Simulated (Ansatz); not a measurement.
System: sum formula BNH2Cl2 (charge 0, singlet). SMILES: NB(Cl)Cl
Coordinates optimised at B3LYP-D3(BJ)/def2-TZVP (Ansatz, an electronic-structure program):
```
B
N 1 1.3854
H 2 1.0060 1 122.42
H 2 1.0060 3 115.17 1 180.00
Cl 1 1.7704 2 120.26 3 0.00
Cl 1 1.7704 2 120.26 3 180.00
```
Charge 0, spin multiplicity 1.

Wanted: vertical triplet-singlet gap (E(triplet) - E(singlet); each state is the SCF solution reached for its spin), in eV. Correlated levels leave the core frozen unless marked. Open shells are spin-unrestricted. No spin-orbit coupling. Non-relativistic. Basis-set limits of correlation are two-point, X^-3; Hartree-Fock from the larger set. The bracket is a focal-point correction in the basis named.

```
level                                                                      program  vertical triplet-singlet gap (eV)
-------------------------------------------------------------------------  -------  ---------------------------------
BHLYP/def2-TZVPD                                                            Ansatz                               6.45
wB97M-V/def2-TZVPD                                                          Ansatz                               6.69
B2PLYP/def2-TZVPD                                                           Ansatz                               6.58
CCSD/aug-cc-pV(D+d)Z                                                        Ansatz                                  ?
RI-MP2/CBS(aug-cc-pV(T+d)Z,aug-cc-pV(Q+d)Z)+[CCSD(T)-MP2]/aug-cc-pV(T+d)Z   Ansatz                                  ?
```

**Question.** Some entries are withheld; supply them.

**Answer.** 
- CCSD/aug-cc-pV(D+d)Z, vertical triplet-singlet gap (eV): 6.72
- RI-MP2/CBS(aug-cc-pV(T+d)Z,aug-cc-pV(Q+d)Z)+[CCSD(T)-MP2]/aug-cc-pV(T+d)Z, vertical triplet-singlet gap (eV): 6.76
